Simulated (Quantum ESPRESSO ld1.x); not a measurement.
Results of a calculation; reference values are marked as such.
Input file for ld1.x (Quantum ESPRESSO 7.5):

```
 &input
    atom='Be',
    iswitch=1,
    rel=0,
    lsd=1,
    dft='KLI',
    config='1s1',
    verbosity='high',
    prefix='ld1',
    max_out_wfc=37,
    file_charge='ld1.rho',
 /
```

Standard output:

```
     Program LD1 v.7.5 starts

     --------------------------- All-electron run ----------------------------

     atomic number is  4.00
     dft =KLI   lsd =1 sic =0 latt =0  beta=0.20 tr2=1.0E-14
     Exchange-correlation= KLI
                           (  10   0   0   0   0   0   0)
     mesh =1625 r(mesh) = 100.05356 a.u. xmin = -7.00 dx = 0.00800
     1 Ry =  13.60569312 eV

     n l     nl                  e(Ry)          e(Ha)          e(eV)
     1 0     1S 1( 1.00)     -15.999999994      -7.999999997   -217.6910899
     1 0     1S 2( 0.00)     -11.123618404      -5.561809202   -151.3445384

     final scf error:  8.6E-16 reached in  14 iterations

     Etot =     -16.000000 Ry,      -8.000000 Ha,    -217.691090 eV
     Total magnetization:    1.00 Bohr mag.

     Ekin =      16.000000 Ry,       8.000000 Ha,     217.691090 eV
     Encl =     -32.000000 Ry,     -16.000000 Ha,    -435.382180 eV
     Eh   =       2.500000 Ry,       1.250000 Ha,      34.014233 eV
     Exc  =      -2.500000 Ry,      -1.250000 Ha,     -34.014233 eV

     normalization and overlap integrals

     s(1S/1S) =  1.000000  <r> =   0.3750  <r2> =    0.1875  r(max) =   0.2500
     s(1S/1S) =  1.000000  <r> =   0.4189  <r2> =    0.2373  r(max) =   0.2687

     ------------------------ End of All-electron run ------------------------
```

Run on one thread of a shared host, so times are rough (Intel(R) Xeon(R) Processor @ 2.60GHz): 0.55 s of CPU time, 0.56 s wall, 14 iterations on 1625 mesh points.
